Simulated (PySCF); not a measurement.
# NMR problem set

[PySCF 2.14.0 with density-fitted response routines: GFN2-xTB structure; GIAO PBE0/pcSseg-1 shieldings; rapidly exchanging positions averaged; relativity neglected; in vacuum; a single conformation]

Scale: ¹H, ¹³C against TMS (reference shieldings calculated alike). Splittings of carbon signals by F and P are missing where no couplings were computed. Where no couplings were computed, multiplicities follow the n + 1 count of equivalent neighbours, and m marks all less simple cases (inequivalent or close neighbours, rings, F or P nearby). Shifts are as computed. Against solution values, carbons near 30 ppm lie about +3 ppm off and those near 130 ppm about +5 ppm. Of 1309 compounds with measured shifts, 239 miss one by over three times the rms of a fit or turn the order of signals round; such compounds aren't used in these exercises. OH and NH positions are gas-phase values without hydrogen bonding to other molecules.

(1) C$_{6}$H$_{9}$NOSi$_{2}$. ¹H NMR (500 MHz, computed): δ 8.51 (s, 1H), 7.27 (d, 1H), 5.45 (m, 1H), 5.38 (m, 1H), 5.34 (m, 1H), 3.71 (s, 3H), 2.01 (d, 1H). ¹³C{¹H} NMR (computed): δ 174.7 (C), 173.5 (CH), 160.1 (CH), 102.6 (CH), 89.1 (C), 43.6 (CH3). What is it?

(2) C$_{2}$H$_{9}$NOSi$_{3}$. ¹H NMR (600 MHz, computed): δ 7.46 (m, 1H), 7.38 (m, 1H), 5.35 (m, 1H), 5.30 (m, 1H), 5.15 (m, 1H), 5.14 (s, 3H), 0.32 (br s, 1H). ¹³C{¹H} NMR (computed): δ 157.9 (CH), 156.5 (CH). Identify the compound.

(3) C$_{4}$H$_{6}$FNSi. ¹H NMR (400 MHz, computed): δ 4.58 (m, 1H), 4.53 (m, 1H), 2.41 (m, 2H), 2.39 (m, 2H). ¹³C{¹H} NMR (computed): δ 124.9 (C), 85.2 (C), 28.0 (CH2). Identify the compound.

## Answers

(1) SMILES C#C[Si@@H]1C=C(/C=N/C)[SiH2]O1. Rings plus π bonds: 5 (1 ring in the answer). 6 carbon signals for 6 carbons: no two carbons are equivalent. Carbon types of the structure: 2 × C, 3 × CH, 1 × CH3, leaving 3 H on heteroatoms. δC 174.7: fully substituted alkene carbon. δC 160.1: alkene CH; an sp2 carbon of a C=C bond. δC 102.6: terminal alkyne carbon; the triple bond shields along its axis, which puts it between sp3 and sp2 carbons. δC 89.1: alkyne carbon; the triple bond shields along its axis, which puts it between sp3 and sp2 carbons.

The shifts were computed for this structure.

(2) `[SiH3]O[Si@@H]1C=C[SiH2]N1`. Rings plus π bonds: 2 (1 ring in the answer). 2 carbon signals for 2 carbons: no two carbons are equivalent. Carbon types of the structure: 2 × CH, leaving 7 H on heteroatoms. δC 157.9, 156.5: alkene CH; an sp2 carbon of a C=C bond. δH 7.46, 7.38: hydrogen on an alkene CH; olefinic region. δH 5.14: hydrogen on a silicon bonded to O. δH 0.32: hydrogen on a nitrogen bonded to 2 Si, in a 5-membered ring; exchangeable; this is the value without hydrogen bonding to other molecules.

The data come from this structure; uniqueness wasn't tested.

(3) `InChI=1S/C4H6FNSi/c5-4(1-6)2-7-3-4/h2-3,7H2`. Rings plus π bonds: 3 (1 ring in the answer). 3 carbon signals for 4 carbons: some carbons are equivalent by symmetry or fast rotation. Carbon types of the structure: 2 × C, 2 × CH2, leaving 2 H on heteroatoms. δC 124.9: nitrile carbon; this is the usual window of a C≡N carbon, which has no attached hydrogen. δC 85.2: fully substituted sp3 carbon bonded to F, α to a nitrile; pulled downfield by the heteroatom. δC 28.0: sp3 CH2 bonded to Si. δH 2.41, 2.39: hydrogen on an sp3 CH2 bonded to Si.

This is the structure that produced the data.
